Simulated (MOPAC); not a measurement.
MOPAC input (PM7):

```
PM7 FORCE THERMO(298,298) PRECISE LET CHARGE=-1 GEO-OK AUX(PRECISION=9) THREADS=1
H2F3Si2

F     2.15818313 1   -1.04249682 1   -0.66169286 1
Si    1.27185453 1   -0.04354337 1    0.20291061 1
Si   -0.79164598 1    0.00543547 1   -0.21735829 1
F    -1.37774484 1    1.43023911 1   -0.63032734 1
F    -1.75370958 1   -0.32897324 1    1.01012333 1
H     1.97158189 1    0.73673099 1    1.19756793 1
H    -1.11193175 1   -0.93694147 1   -1.30092585 1
```

Output:

```
 *******************************************************************************
 **                                                                           **
 **                              MOPAC v23.2.5                                **
 **                                                                           **
 *******************************************************************************
 ** MOPAC's Digital Object Identifier: https://doi.org/10.5281/zenodo.6511958 **
 **                                                                           **
 ** Please cite the open-source release paper for use of this MOPAC version:  **
 ** J. E. Moussa and J. J. P. Stewart (2026)                                  **
 ** MOPAC: An open-source semiempirical molecular orbital program             **
 ** J. Open Source Softw., 11(119), 8025, https://doi.org/10.21105/joss.08025 **
 *******************************************************************************

                              PM7 CALCULATION RESULTS

 *******************************************************************************
 *  PM7        - The PM7 Hamiltonian to be used
 *  GEO-OK     - OVERRIDE INTERATOMIC DISTANCE AND OTHER SAFETY CHECKS
 *
 *
 *
 *                 CHARGE ON SYSTEM = -1
 *
 *
 *
 *  LET        - OVERRIDE SOME SAFETY CHECKS
 *  PRECISE    - TIGHTER CRITERIA TO BE USED
 *  FORCE      - FORCE CALCULATION SPECIFIED
 *  AUX        - OUTPUT AUXILIARY INFORMATION
 *  THERMO     - THERMODYNAMIC QUANTITIES TO BE CALCULATED
 *******************************************************************************
PM7 FORCE THERMO(298,298) PRECISE LET CHARGE=-1 GEO-OK AUX(PRECISION=9) THREADS=1
 H2F3Si2

   ATOM   CHEMICAL          X               Y               Z
  NUMBER   SYMBOL      (ANGSTROMS)     (ANGSTROMS)     (ANGSTROMS)

     1       F          2.15818313  *  -1.04249682  *  -0.66169286  *
     2      Si          1.27185453  *  -0.04354337  *   0.20291061  *
     3      Si         -0.79164598  *   0.00543547  *  -0.21735829  *
     4       F         -1.37774484  *   1.43023911  *  -0.63032734  *
     5       F         -1.75370958  *  -0.32897324  *   1.01012333  *
     6       H          1.97158189  *   0.73673099  *   1.19756793  *
     7       H         -1.11193175  *  -0.93694147  *  -1.30092585  *

          CARTESIAN COORDINATES

    NO.       ATOM           X           Y           Z

     1         F          2.1582     -1.0425     -0.6617
     2        Si          1.2719     -0.0435      0.2029
     3        Si         -0.7916      0.0054     -0.2174
     4         F         -1.3777      1.4302     -0.6303
     5         F         -1.7537     -0.3290      1.0101
     6         H          1.9716      0.7367      1.1976
     7         H         -1.1119     -0.9369     -1.3009

 General Reference for PM7:
 "Optimization of Parameters for Semiempirical Methods VI: More Modifications to the
 NDDO Approximations and Re-optimization of Parameters", J. J. P. Stewart, J. Mol. Mod., 1:32, 19 (2013)
[...]
 REDUCED MASS        0.9080         Si3 -- F 5          +0.9% (  9.1%)      0.6%
 EFFECTIVE MASS      1.5644
 FORCE CONSTANT      0.3261

 VIBRATION         11    7A'         ATOM PAIR     ENERGY CONTRIBUTION    RADIAL
 FREQUENCY           855.10         Si3 -- F 5         +38.0% ( 75.0%)     80.5%
 TRANSITION DIPOLE   3.5148         Si3 -- F 4         +38.0% ( 75.0%)     80.5%
 TRAVEL (Ang.)       0.1061         Si2 -- Si3         +11.5% ( 41.4%)     51.1%
 REDUCED MASS        7.0002         Si3 -- H 7         +10.4% ( 39.3%)     24.9%
 EFFECTIVE MASS     22.0915
 FORCE CONSTANT      3.0158

 VIBRATION         12    5A"         ATOM PAIR     ENERGY CONTRIBUTION    RADIAL
 FREQUENCY           876.73         Si3 -- F 5         +36.8% ( 78.4%)     84.6%
 TRANSITION DIPOLE   3.7253         Si3 -- F 4         +36.8% ( 78.4%)     84.6%
 TRAVEL (Ang.)       0.0944         Si3 -- H 7         +13.4% ( 47.3%)      0.0%
 REDUCED MASS        8.6318         Si2 -- Si3         +13.1% ( 46.8%)      0.0%
 EFFECTIVE MASS     22.8820
 FORCE CONSTANT      3.9091

 VIBRATION         13    8A'         ATOM PAIR     ENERGY CONTRIBUTION    RADIAL
 FREQUENCY           880.62         F 1 -- Si2         +69.8% ( 98.9%)     99.9%
 TRANSITION DIPOLE   2.0900         Si2 -- Si3         +14.7% ( 45.4%)     32.3%
 TRAVEL (Ang.)       0.0847         Si2 -- H 6         +12.9% ( 42.5%)     10.0%
 REDUCED MASS       10.6839         Si3 -- F 5          +1.1% ( 12.4%)     74.7%
 EFFECTIVE MASS     22.7975
 FORCE CONSTANT      4.8815

 VIBRATION         14    9A'         ATOM PAIR     ENERGY CONTRIBUTION    RADIAL
 FREQUENCY          2311.10         Si3 -- H 7         +99.4% ( 99.9%)    100.0%
 TRANSITION DIPOLE   0.2539         Si2 -- Si3          +0.2% (  4.1%)      9.4%
 TRAVEL (Ang.)       0.1733         Si3 -- F 4          +0.2% (  4.0%)      9.0%
 REDUCED MASS        0.9714         Si3 -- F 5          +0.2% (  4.0%)      9.1%
 EFFECTIVE MASS      1.2939
 FORCE CONSTANT      3.0568

 VIBRATION         15   10A'         ATOM PAIR     ENERGY CONTRIBUTION    RADIAL
 FREQUENCY          2367.10         Si2 -- H 6         +99.6% ( 99.9%)    100.0%
 TRANSITION DIPOLE   0.1251         F 1 -- Si2          +0.2% (  4.2%)     20.1%
 TRAVEL (Ang.)       0.1713         Si2 -- Si3          +0.2% (  4.1%)     35.4%
 REDUCED MASS        0.9710         Si3 -- H 7          +0.1% (  3.2%)     99.2%
 EFFECTIVE MASS      1.3200
 FORCE CONSTANT      3.2054

      SYMMETRY NUMBER FOR POINT-GROUP Cs  =  1

          SYSTEM IS A GROUND STATE

 H2F3Si2

          MOLECULE IS NOT LINEAR

          THERE ARE 15 GENUINE VIBRATIONS IN THIS SYSTEM
          THIS THERMODYNAMICS CALCULATION IS LIMITED TO
          MOLECULES WHICH HAVE NO INTERNAL ROTATIONS

                    CALCULATED THERMODYNAMIC PROPERTIES
                                          *
   TEMP. (K)   PARTITION FUNCTION   H.O.F.    ENTHALPY  HEAT CAPACITY ENTROPY
                                   KCAL/MOL   CAL/MOLE    CAL/K/MOL  CAL/K/MOL

 298.00  VIB.     0.5165D+02                  2534.9983    15.8387    16.3454
         ROT.     0.2133D+06                   888.2803     2.9808    27.3651
         INT.     0.1102D+08                  3423.2786    18.8195    43.7105
         TRA.     0.1195D+28                  1480.4672     4.9680    40.1371
         TOT.                     -343.199    4903.7457    23.7875    83.8476

   *: NOTE: HEATS OF FORMATION ARE RELATIVE TO THE
            ELEMENTS IN THEIR STANDARD STATE AT 298K
              (=  Standard Enthalpy of Formation).

            Hvib:  Zero-point energy is not included.
                   frequencies of less than zero cm-1 are not included.
            Hrot = (3/2)RT
            Htra = (3/2)RT + pV = (5/2)RT

            Heat capacity is Cp, not Cv

          For more information, see: HTTP://OpenMOPAC.net/Manual/thermochemistry.html

           FORCE CONSTANT IN CARTESIAN COORDINATES (Millidynes/A)

    ATOM   CHEMICAL       X               Y               Z
   NUMBER   SYMBOL  FORCE CONSTANT  FORCE CONSTANT  FORCE CONSTANT

      1       F        5.223349        0.294938        0.073633
      2      Si        6.169943        4.227860        0.839988
      3      Si        5.968571        3.924896        6.078303
      4       F        2.217520        0.418487        3.147107
      5       F        2.201582        0.422498        3.159035
      6       H        0.854984        2.639008        0.106972
      7       H        1.619091        1.741348        0.338286

 **********************
 *                    *
 * JOB ENDED NORMALLY *
 *                    *
 **********************

 == MOPAC DONE ==
```

The dipole moment of an ion depends on the origin.
